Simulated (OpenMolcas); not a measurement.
**Cl⁴⁺: from RASSCF to RASPT2**

| Property | Result |
| --- | --- |
| Program | OpenMolcas |
| Basis | ANO-RCC-VQZP [6s5p3d2f1g] |
| Scalar Hamiltonian | DKH2, point nucleus |
| Active space | 1 electron in 9 orbitals (RAS2 3p; RAS3 3d 4s, at most 1 electron) |
| State averaging | 2S+1 = 2 odd, 3 roots; 2S+1 = 2 even, 6 roots |
| Spin-orbit coupling | RASSI with atomic mean-field integrals over the reference wave functions, term energies averaged over their components |

Methods on the same reference wave functions:
A. RASSCF
B. SS-RASPT2, IPEA 0.25 Eh, imaginary shift 0.1 Eh (closed shells correlated: 2s 2p 3s)

Energies in cm⁻¹ above 3s² 3p ²P°_1/2.

| Level | A | B |
| --- | --- | --- |
| 3s² 3p ²P°_1/2 | 0.0 | 0.0 |
| 3s² 3p ²P°_3/2 | 1370 | 1370 |
| 3s² 3d ²D_3/2 | 187382 | 177350 |
| 3s² 3d ²D_5/2 | 187414 | 177380 |
| 3s² 4s ²S_1/2 | 255318 | 255680 |

The lowest spin-free term lies below A's lowest term by 0.112 hartree in B.

Term energies are means over components that CASPT2 splits; among the terms shown or strongly mixed into the levels shown the widest spread is 11 cm-1 (3s² 3d ²D, B). Over all roots computed the reference weight is 0.91 to 0.97 in B; the roots of lowest weight are the least certain, and an intruder state may touch them. ANO sets are built for valence states and can reach diffuse excited orbitals poorly, and with the s shell closed the s pⁿ⁺¹ terms that mix with these levels are absent. With one active electron the reference holds no correlation, so core polarisation is missing (holds for A). With one active electron, CASPT2 adds the correlation within the correlated inactive shells and between them and that electron, and leaves the splitting within a term as the reference gives it (holds for B). Only configurations of the active space appear.

° marks odd parity.
